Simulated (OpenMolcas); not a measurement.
Computed levels of Mo2+

```yaml
Program: OpenMolcas
Method: "SS-RASPT2, IPEA 0.25 Eh, imaginary shift 0.1 Eh (closed shells correlated: 4s)"
Basis: ANO-RCC-VTZP [7s6p4d2f1g]
Scalar_Hamiltonian: DKH2, point nucleus
Active_space: 10 electrons in 8 orbitals (RAS1 4p, at most 2 holes; RAS2 4d)
State_averaging: 2S+1 = 5 even, 5 roots; 2S+1 = 3 even, 45 roots; 2S+1 = 1 even, 50 roots
Spin-orbit_coupling: state interaction with AMFI integrals over the reference wave functions, term energies averaged over their components
```

With spin-orbit coupling, above the lowest level:

| Configuration | Term | J | E (cm-1) | Measured (cm-1) | g | Term weight % | Second |
| --- | --- | --- | --- | --- | --- | --- | --- |
| 4d4 | 5D | 0 | 0.0 | 0.0 |  | 98 |  |
| 4d4 | 5D | 1 | 245 | 242 | 1.501 | 99 |  |
| 4d4 | 5D | 2 | 682 | 668 | 1.500 | 99 |  |
| 4d4 | 5D | 3 | 1253 | 1224 | 1.500 | 100 |  |
| 4d4 | 5D | 4 | 1921 | 1872 | 1.499 | 99 |  |
| 4d4 | 3P(1) | 0 | 12560 | 11149 |  | 95 | 3 1S(1) |
| 4d4 | 3H | 4 | 13790 | 12680 | 0.834 | 88 | 6 3G |
| 4d4 | 3P(1) | 1 | 13860 | 12510 | 1.494 | 98 |  |
| 4d4 | 3H | 5 | 14360 | 13276 | 1.043 | 94 | 6 3G |
| 4d4 | 3H | 6 | 14870 | 13811 | 1.164 | 98 | 2 1I |
| 4d4 | 3F(1) | 3 | 15400 | 13948 | 0.999 | 74 | 26 3G |
| 4d4 | 3F(1) | 2 | 15460 | 13929 | 0.674 | 98 |  |
| 4d4 | 3F(1) | 4 | 15750 | 14296 | 1.186 | 76 | 14 3G |
| 4d4 | 3P(1) | 2 | 15800 | 14358 | 1.492 | 97 |  |
| 4d4 | 3G | 3 | 17310 | 15871 | 0.837 | 74 | 26 3F(1) |
| 4d4 | 3G | 4 | 17720 | 16283 | 1.075 | 78 | 15 3F(1) |
| 4d4 | 3G | 5 | 18080 | 16714 | 1.191 | 94 | 6 3H |
| 4d4 | 1I | 6 | 21110 | 20290 | 1.003 | 98 | 2 3H |
| 4d4 | 3D | 3 | 21120 | 19488 | 1.329 | 98 |  |
| 4d4 | 3D | 2 | 21210 | 19577 | 1.159 | 92 | 6 1D(1) |
| 4d4 | 3D | 1 | 21550 |  | 0.507 | 99 |  |
| 4d4 | 1G(1) | 4 | 22390 | 20612 | 1.008 | 92 | 5 3F(1) |
| 4d4 | 1S(1) | 0 | 24880 | 22990 |  | 97 | 3 3P(1) |
| 4d4 | 1D(1) | 2 | 25250 | 22806 | 1.010 | 91 | 6 3D |
| 4d4 | 1F | 3 | 28750 |  | 1.005 | 96 | 2 3F(2) |
| 4d4 | 3P(2) | 2 | 33790 |  | 1.496 | 99 |  |
| 4d4 | 3F(2) | 4 | 34390 |  | 1.246 | 98 |  |
| 4d4 | 3F(2) | 2 | 34600 |  | 0.670 | 99 |  |
| 4d4 | 3F(2) | 3 | 34710 |  | 1.082 | 97 | 3 1F |
| 4d4 | 3P(2) | 1 | 35130 |  | 1.500 | 100 |  |
| 4d4 | 3P(2) | 0 | 35820 |  |  | 99 |  |
| 4d4 | 1G(2) | 4 | 39050 | 36164 | 1.004 | 98 |  |
| 4d4 | 1D(2) | 2 | 51320 |  | 1.000 | 100 |  |
| 4d4 | 1S(2) | 0 | 65790 |  |  | 100 |  |

Against the 23 measured excited levels shown (Sugar and Musgrove, J. Phys. Chem. Ref. Data 17, 155 (1988)) the mean absolute deviation is 1300 cm-1; the largest miss in energy is 4d4 1G4(2): computed 39050, measured 36164 cm-1 (+8.0 %), and the largest in proportion 4d4 3P0(1) (+12.6 %).

Spin-orbit coupling puts the lowest level 1331 cm-1 below the lowest spin-free term.

A least-squares Racah fit to the terms below 60000 cm-1, each weighted by 2L + 1 and with a free common offset, gives B = 592 cm-1 and C = 2568 cm-1 (C/B = 4.34), with an rms deviation of 446 cm-1.

For 5D the intervals divided by the larger J are 245.5, 218.0, 190.5, 167.1 cm-1. Landé's interval rule makes them equal in pure LS coupling; they differ by 38 % of their mean. The multiplet is regular.

Term energies are means over components that CASPT2 splits; among the terms shown or strongly mixed into the levels shown the widest spread is 510 cm-1 (4d4 1G(2)). Active for correlation alone: 4p; no level in the range computed is led by a configuration that opens it, so any true level of that kind is missing. The CASPT2 spread within a term exceeds the gap to the next term for 4d4 3P(2) and 4d4 3F(2), so the order of their levels is uncertain, and so are names and mixing where such terms share a J. Computed and measured levels are paired by configuration, term and J; levels that our copy of the source lacks, or whose pairing is in doubt (as where it misses far off the trend of its configuration), stay unpaired and out of the deviations. Only configurations of the active space appear. The first state left out of the spin-orbit step lies near 590000 cm-1 above the lowest spin-free state of the reference (among the parities and spins computed), and the list stops at four fifths of that energy or lower.

The CASPT2 steps took 58 s on 1 thread of AMD EPYC 9R45 96-Core Processor (Zen 5), on a shared host; the integral step is not counted.

The term weight is that of the spin-free term in the level, not the purity of its configuration. A number in round brackets counts repeated terms of one configuration in the order of the reference energies.
